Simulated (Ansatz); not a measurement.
Molecule: trifluoro(methyl)germane, CH3F3Ge, charge 0, multiplicity 1. SMILES: [CH3][Ge]([F])([F])[F]
Geometry: optimised at B3LYP-D3(BJ)/def2-TZVP (Ansatz, a program for electronic structure).

Quantity: vertical ionisation energy (to the doublet state of charge +1; each state is the SCF solution reached for its spin; the molecule has degenerate orbitals, so one determinant may break the symmetry), in eV. Cores are frozen in the correlated levels unless marked. Open shells are spin-unrestricted. No spin-orbit coupling. The frozen core is the preceding noble-gas configuration, with the filled d and f shells of earlier blocks. No relativistic terms. CBS marks a two-point X^-3 extrapolation of the correlation energy; Hartree-Fock from the larger set. [CCSD(T)-MP2]/basis is that difference in the basis named.

```json
[
 {"level": "SVWN5/def2-TZVPD", "program": "Ansatz", "vertical ionisation energy (eV)": "12.55"},
 {"level": "PBE/def2-TZVPD", "program": "Ansatz", "vertical ionisation energy (eV)": "12.27"},
 {"level": "r2SCAN/def2-TZVPD", "program": "Ansatz", "vertical ionisation energy (eV)": "12.51"},
 {"level": "B3LYP/def2-TZVPD", "program": "Ansatz", "vertical ionisation energy (eV)": "12.82"},
 {"level": "PBE0/def2-TZVPD", "program": "Ansatz", "vertical ionisation energy (eV)": "12.84"},
 {"level": "CAM-B3LYP/def2-TZVPD", "program": "Ansatz", "vertical ionisation energy (eV)": "13.10"},
 {"level": "wB97X-V/def2-TZVPD", "program": "Ansatz", "vertical ionisation energy (eV)": "13.08"},
 {"level": "SCS-MP2/aug-cc-pVDZ", "program": "Ansatz", "vertical ionisation energy (eV)": "13.28"},
 {"level": "CCSD/aug-cc-pVDZ", "program": "Ansatz", "vertical ionisation energy (eV)": "(withheld)"},
 {"level": "CCSD/aug-cc-pVTZ", "program": "Ansatz", "vertical ionisation energy (eV)": "(withheld)"},
 {"level": "RI-MP2/CBS(aug-cc-pVTZ,aug-cc-pVQZ)+[CCSD(T)-MP2]/aug-cc-pVTZ", "program": "Ansatz", "vertical ionisation energy (eV)": "(withheld)"}
]
```

Task: Complete the blanks.

Result: 
- CCSD/aug-cc-pVDZ, vertical ionisation energy (eV): 13.25
- CCSD/aug-cc-pVTZ, vertical ionisation energy (eV): 13.31
- RI-MP2/CBS(aug-cc-pVTZ,aug-cc-pVQZ)+[CCSD(T)-MP2]/aug-cc-pVTZ, vertical ionisation energy (eV): 13.36
